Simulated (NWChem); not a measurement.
System: C2H2Cl2 cation, doublet; SMILES of the neutral closed-shell parent Cl/C=C/Cl

Output (shortened):

```
             Northwest Computational Chemistry Package (NWChem) 7.3.0
             --------------------------------------------------------

                             Geometry "geometry" -> ""
                             -------------------------

 Output coordinates in angstroms (scale by  1.889725989 to convert to a.u.)

  No.       Tag          Charge          X              Y              Z
 ---- ---------------- ---------- -------------- -------------- --------------
    1 Cl                  17.0000     0.04445900    -2.10872900     0.00000000
    2 C                    6.0000    -0.46293400    -0.52390000     0.00000000
    3 C                    6.0000     0.46293400     0.52390000     0.00000000
    4 Cl                  17.0000    -0.04445900     2.10872900     0.00000000
    5 H                    1.0000    -1.53695400    -0.34659300     0.00000000
    6 H                    1.0000     1.53695400     0.34659300     0.00000000

 Effective nuclear repulsion energy (a.u.)     178.0209220021

                                 NWChem DFT Module
                                 -----------------

 Summary of "ao basis" -> "ao basis" (spherical)
 ------------------------------------------------------------------------------
       Tag                 Description            Shells   Functions and Types
 ---------------- ------------------------------  ------  ---------------------
 Cl                          6-31g*                  8       18   4s3p1d
 C                           6-31g*                  6       14   3s2p1d
 H                           6-31g*                  2        2   2s

 in cosmo_initialize ...
 calling solv_data for solv:octanol

 solvent parameters
 solvname_short: octanol
 solvname_long:  1-octanol
 dielec:        9.8629
 dielecinf:     2.0435
 nonaqueous SMD model solvent descriptors
 dielec:        9.8629
 sola:          0.3700
 solb:          0.4800
 solc:          0.0000
 solg:         39.0100
 solh:          0.0000
 soln:          1.4295

          ---------------
          -cosmo- solvent
          ---------------
 Cosmo: York-Karplus, doi: 10.1021/jp992097l
 dielectric constant -eps-     =   9.86
 screen = (eps-1)/(eps    )    =   0.89861
 surface charge correction     = lagrangian

   van der Waals surface
 --------------------------

[...]

                                COSMO-SMD solvation results
                                ---------------------------

             internal energy in gas <Psi(g)|H|Psi(g)> =      -997.429160604274
         internal energy in solvent <Psi(s)|H|Psi(s)> =      -997.426884013099
                               delta internal energy  =         0.002276591175 (    1.43 kcal/mol)
   total free energy in solvent <Psi(s)|H+V/2|Psi(s)> =      -997.516686177622
 polarization energy contribution <Psi(s)|V/2|Psi(s)> =        -0.089802164523 (  -56.35 kcal/mol)
    total free energy in solvent including G(SMD-CDS) =      -997.517762623399
                       G(SMD-CDS) energy contribution =        -0.001076445777 (   -0.68 kcal/mol)
     1 M fixed-concentration free energy of solvation =        -0.088602019125 (  -55.60 kcal/mol)

                    DFT Final Alpha Molecular Orbital Analysis
                    ------------------------------------------

 Vector   22  Occ=1.000000D+00  E=-4.092658D-01
              MO Center=  3.9D-09,  2.0D-07, -2.9D-11, r^2= 5.3D+00
   Bfn.  Coefficient  Atom+Function         Bfn.  Coefficient  Atom+Function
  ----- ------------  ---------------      ----- ------------  ---------------
     7      0.526928  1 Cl px                53      0.526928  4 Cl px
    11      0.241424  1 Cl px                57      0.241424  4 Cl px
     3     -0.201996  1 Cl px                49     -0.201996  4 Cl px
    24      0.160945  2 C  s                 38     -0.160945  3 C  s
     8      0.095065  1 Cl py                54      0.095065  4 Cl py

 Vector   23  Occ=1.000000D+00  E=-3.993529D-01
              MO Center= -3.9D-09, -2.0D-07, -1.6D-10, r^2= 5.1D+00
   Bfn.  Coefficient  Atom+Function         Bfn.  Coefficient  Atom+Function
  ----- ------------  ---------------      ----- ------------  ---------------
     7      0.479190  1 Cl px                53     -0.479190  4 Cl px
    11      0.230188  1 Cl px                57     -0.230188  4 Cl px
     3     -0.183669  1 Cl px                49      0.183669  4 Cl px
     8      0.178321  1 Cl py                54     -0.178321  4 Cl py
    21     -0.147024  2 C  px                35      0.147024  3 C  px

 Vector   24  Occ=1.000000D+00  E=-3.473410D-01
              MO Center=  1.8D-09, -1.7D-09, -9.7D-10, r^2= 3.7D+00
   Bfn.  Coefficient  Atom+Function         Bfn.  Coefficient  Atom+Function
  ----- ------------  ---------------      ----- ------------  ---------------
     9      0.419578  1 Cl pz                55      0.419578  4 Cl pz
    23     -0.332700  2 C  pz                37     -0.332700  3 C  pz
    13      0.230392  1 Cl pz                59      0.230392  4 Cl pz
    27     -0.218278  2 C  pz                41     -0.218278  3 C  pz
     5     -0.158200  1 Cl pz                51     -0.158200  4 Cl pz

 Vector   25  Occ=0.000000D+00  E=-1.312547D-01
              MO Center= -1.9D-09, -3.4D-09,  9.3D-10, r^2= 2.3D+00
   Bfn.  Coefficient  Atom+Function         Bfn.  Coefficient  Atom+Function
  ----- ------------  ---------------      ----- ------------  ---------------
    27      0.523196  2 C  pz                41     -0.523196  3 C  pz
    23      0.475060  2 C  pz                37     -0.475060  3 C  pz
     9     -0.196560  1 Cl pz                55      0.196560  4 Cl pz
    13     -0.190852  1 Cl pz                59      0.190852  4 Cl pz
     5      0.072293  1 Cl pz                51     -0.072293  4 Cl pz

[...]
```

Level: B3LYP/6-31G* (spherical d), spin-unrestricted, SMD on the gas-phase geometry. In the optimisation the excess spin sits in au (C2h, its own frame). Structure relaxed at the B3LYP/6-31G* (spherical d), spin-unrestricted level. This spin state was assumed; another may lie lower. No stability test was run on the SCF state. Solvent: 1-octanol.

Question: Which NWChem input produces such a log?

Answer: This is not unique; one that fits is the input that was run:
```
start job
memory heap 200 mb stack 900 mb global 1100 mb
charge 1
geometry units angstroms noautosym nocenter noautoz
  Cl     0.044459    -2.108729     0.000000
  C     -0.462934    -0.523900     0.000000
  C      0.462934     0.523900     0.000000
  Cl    -0.044459     2.108729     0.000000
  H     -1.536954    -0.346593     0.000000
  H      1.536954     0.346593     0.000000
end
basis spherical
  Cl library 6-31g*
  C library 6-31g*
  H library 6-31g*
end
dft
  odft
  mult 2
  xc b3lyp
  iterations 150
end
cosmo
  do_cosmo_smd true
  solvent octanol
end
task dft energy
```
